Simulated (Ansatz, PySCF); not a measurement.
Molecule: Si$_{2}$H$_{2}$ (charge 0, singlet). 
Coordinates optimised at B3LYP-D3(BJ)/def2-TZVP (Ansatz, a quantum-chemistry and plane-wave program):
```
Si
H 1 1.4834
H 1 1.4834 2 112.18
Si 1 2.1998 2 123.91 3 180.00
```

Total electronic energies in hartree. Correlated levels leave the core frozen unless marked. Spin-orbit coupling is left out. No relativistic terms. CBS marks a two-point X^-3 extrapolation of the correlation energy; Hartree-Fock from the larger set.

The Hartree-Fock reference is unstable (checked in the largest basis), which strains HF and MP2. 

```json
[
 {"level": "RI-HF/def2-TZVPP", "program": "Ansatz", "energy (Eh)": "-578.93327"},
 {"level": "PBE/def2-TZVPD", "program": "Ansatz", "energy (Eh)": "-579.79276"},
 {"level": "BP86-D3(BJ)/def2-TZVPD", "program": "PySCF + dftd3", "energy (Eh)": "-580.15590"},
 {"level": "M06-L/def2-TZVPD", "program": "PySCF", "energy (Eh)": "-580.07741"},
 {"level": "MN15/def2-TZVPD", "program": "PySCF", "energy (Eh)": "-579.86209"},
 {"level": "B2PLYP/def2-TZVPD", "program": "Ansatz", "energy (Eh)": "-579.84422"},
 {"level": "RPA@PBE/cc-pV(Q+d)Z", "program": "Ansatz", "energy (Eh)": "-579.38028"},
 {"level": "MP2/cc-pV(T+d)Z", "program": "Ansatz", "energy (Eh)": "-579.15370"},
 {"level": "RI-MP2/def2-QZVPP", "program": "Ansatz", "energy (Eh)": "-579.17526"},
 {"level": "SCS-MP2/aug-cc-pV(Q+d)Z", "program": "Ansatz", "energy (Eh)": "-579.18996"},
 {"level": "CCSD/6-31G", "program": "Ansatz", "energy (Eh)": "-578.96192"},
 {"level": "CCSD/6-31G*", "program": "Ansatz", "energy (Eh)": "-579.06735"},
 {"level": "CCSD/aug-cc-pV(Q+d)Z", "program": "Ansatz", "energy (Eh)": "-579.20987"},
 {"level": "CCSD(T)/def2-QZVPPD", "program": "Ansatz", "energy (Eh)": "-579.22417"},
 {"level": "CCSD(T)/CBS(aug-cc-pV(T+d)Z,aug-cc-pV(Q+d)Z)", "program": "Ansatz", "energy (Eh)": "-579.2316"}
]
```

Totals of different functionals don't rank their quality; only differences between species are comparable.
